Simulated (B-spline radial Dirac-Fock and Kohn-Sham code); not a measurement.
Elastic and transport cross sections of praseodymium for electrons

Calculated with a radial B-spline solver, using relativistic (Dirac) partial waves in the static field of the Dirac-Fock atom with Furness-McCarthy exchange, without polarisation or absorption potentials. Below a few hundred eV the neglected polarisation potential matters, most of all at small angles. σ_tr1 and σ_tr2 weight the cross section with 1 − P₁ and 1 − P₂ of cos θ; "backward" is the share scattered beyond 90°.

```
energy (eV)  σ (a₀²)  σ_tr1 (a₀²)  σ_tr2 (a₀²)  σ/σ_tr1  backward (%)
         50     62.9         10.9         15.1     5.77           7.4
       53.4     61.0         10.0         13.5     6.10           7.0
         65     55.0         7.97         9.84     6.91           6.0
         67     54.1         7.74         9.43     6.99           5.9
         71     52.4         7.36         8.77     7.12           5.8
       76.3     50.3         6.99         8.14     7.20           5.6
         82     48.3         6.71         7.72     7.19           5.5
       95.4     44.2         6.40         7.39     6.90           5.5
        100     43.0         6.36         7.42     6.76           5.6
        142     35.1         6.47         8.32     5.42           6.7
        191     29.8         6.56         8.60     4.55           8.0
        200     29.1         6.54         8.53     4.46           8.2
        204     28.9         6.53         8.49     4.42           8.3
        241     26.6         6.36         7.98     4.18           9.1
        283     24.6         6.07         7.22     4.05           9.7
        300     24.0         5.94         6.91     4.03           9.9
        334     22.8         5.67         6.31     4.02            10
        367     21.8         5.40         5.77     4.04            10
        500        ?            ?            ?        ?             ?
        862     14.5         2.72         2.44     5.31           8.4
```

Problem. Fill in the row for 500 eV.

Solution. σ = 18.9 a₀², σ_tr1 = 4.41 a₀², σ_tr2 = 4.20 a₀², σ/σ_tr1 = 4.28, backward 10 %. The ratio σ/σ_tr1 is roughly the number of elastic collisions that randomise the direction.
